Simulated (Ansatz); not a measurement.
`SC1C[SiH2]1` + HCl → `ClC1C[SiH2]1` + H₂S at 700 K and 1 bar (substitution at a C–S bond).

Program: Ansatz. Geometries: PBE0-D4/def2-TZVP. ΔE: electronic, gas phase. CBS: MP2 limit from def2 TZ/QZ plus the TZ coupled-cluster correction, frozen cores. This one scheme is used for every species. Each species was taken in one conformer, which may not be the lowest.

```json
{"species": "`SC1C[SiH2]1`", "CCSD(T)/CBS energy (Eh)": "-766.52003", "H − E (kJ/mol)": "253.2", "S (J/(mol·K))": "423.1"}
{"species": "HCl", "CCSD(T)/CBS energy (Eh)": "-460.38127", "H − E (kJ/mol)": "38.4", "S (J/(mol·K))": "211.8"}
{"species": "`ClC1C[SiH2]1`", "CCSD(T)/CBS energy (Eh)": "-827.92017", "H − E (kJ/mol)": "223.5", "S (J/(mol·K))": "403.4"}
{"species": "H₂S", "CCSD(T)/CBS energy (Eh)": "-398.97279", "H − E (kJ/mol)": "64.8", "S (J/(mol·K))": "236.9"}
```

H − E and S are ideal-gas, rigid-rotor, harmonic terms from PBE0-D4/def2-TZVP, for one conformer and one mirror image of each species. 1 Eh = 2625.50 kJ/mol, R = 8.31446 J/(mol·K).

Question: By hand: ΔE, ΔH, ΔS and ΔG.

Answer: ΔE = (-827.92017) + (-398.97279) − (-766.52003) − (-460.38127) = 0.00834 Eh = 21.9 kJ/mol. Δ(H − E) = 223.5 + 64.8 − 253.2 − 38.4 = -3.3, so ΔH = 18.6 kJ/mol. ΔS = 403.4 + 236.9 − 423.1 − 211.8 = 5.4 J/(mol·K). ΔG = 18.6 − 700 × (5.4)/1000 = 14.8 kJ/mol.

Question: By hand: the equilibrium constant, and the temperature at which ΔG would vanish if ΔH and ΔS stayed fixed.

Answer: log₁₀ K = −ΔG/(RT ln 10) = -1.1. ΔG = 0 at ΔH/ΔS = 3444 K, far beyond where these terms or the molecules hold.

The number of gas molecules stays the same, so ΔS is small and ΔH decides. A doubt of 5 kJ/mol in ΔE shifts log₁₀ K by 0.4 here. Other conformers and mirror images would add mixing entropy, several J/(mol·K) or more a flexible species. These are equilibria of isolated gas molecules and say nothing of rates. Largest T1 diagnostic: 0.012 (customary marks: 0.02 for closed shells, 0.045 for open ones).
